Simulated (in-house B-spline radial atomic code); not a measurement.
Checks on a self-consistent run for Ho⁶⁺, [Ar] (3d3/2)3 (3d5/2)6 4s2 4p6 4d10 4f9 5s2 (5p1/2)1 (5p3/2)4. Level of theory: Dirac-Hartree-Fock, average of the jj configuration, Fermi nucleus of rms radius 5.2022 fm; calculated with a radial B-spline atomic code at the basis-set limit.

| orbital | q | ε (Eh) | <1/r> | <r²> | small-component weight |
| --- | --- | --- | --- | --- | --- |
| 1s1/2 | 2 | -2062.15761 | 76.0354 | 0.000588107 | 0.062737 |
| 2s1/2 | 2 | -354.37909 | 18.2785 | 0.00908632 | 0.014012 |
| 2p1/2 | 2 | -336.69326 | 18.2119 | 0.00658337 | 0.014022 |
| 2p3/2 | 4 | -305.26589 | 15.8827 | 0.0078035 | 0.012908 |
| 3s1/2 | 2 | -84.75826 | 6.73283 | 0.0593927 | 0.0045617 |
| 3p1/2 | 2 | -76.91201 | 6.62963 | 0.055187 | 0.0044795 |
| 3p3/2 | 4 | -70.37309 | 6.04827 | 0.0617719 | 0.0041865 |
| 3d3/2 | 3 | -57.56828 | 5.88891 | 0.0496112 | 0.0040095 |
| 3d5/2 | 6 | -56.15391 | 5.77321 | 0.0505069 | 0.0039584 |
| 4s1/2 | 2 | -20.68488 | 2.8158 | 0.296211 | 0.0014596 |
| 4p1/2 | 2 | -17.52741 | 2.70488 | 0.310272 | 0.0013757 |
| 4p3/2 | 4 | -15.98702 | 2.51844 | 0.342746 | 0.0012796 |
| 4d3/2 | 4 | -10.74087 | 2.32904 | 0.381829 | 0.0011355 |
| 4d5/2 | 6 | -10.48857 | 2.25731 | 0.394882 | 0.0010759 |
| 4f5/2 | 3.8571 | -4.22136 | 1.85382 | 0.547582 | 0.00075913 |
| 4f7/2 | 5.1429 | -4.21184 | 1.8432 | 0.554558 | 0.00075422 |
| 5s1/2 | 2 | -5.31713 | 1.11711 | 1.58065 | 0.00033438 |
| 5p1/2 | 1 | -4.32642 | 1.03006 | 1.83586 | 0.00029379 |
| 5p3/2 | 4 | -4.02171 | 0.964218 | 2.035 | 0.00026521 |

Electron-electron repulsion V_ee = 4404.1010 hartree.

Question: What total energy follows from the eigenvalues?

Answer: The eigenvalues count the repulsion twice, so E = Σqε - V_ee = -8157.243 - 4404.101 = -12561.344 hartree; the run printed -12561.344.

Question: Does the Dirac virial theorem hold?

Answer: For a point nucleus E = -2c²Σq·w, with w the small-component weight. Here Σq·w = 0.3344 and c = 137.0360, so the ratio E/(-2c²Σq·w) is 1.000164; the finite nucleus accounts for the departure from 1.

Question: What diamagnetic shielding (Lamb formula) and susceptibility (Langevin formula) do the radii give?

Answer: σ = (α²/3)Σq<1/r> = 459.533/(3·137.036²) = 8156.9 ppm, and χ = -0.79199×10⁻⁶·Σq<r²> = -20.25×10⁻⁶ cm³/mol with Σq<r²> = 25.574 bohr². Both are non-relativistic formulas without the paramagnetism of open shells; for so heavy an element the full relativistic shielding is larger by tens of per cent.
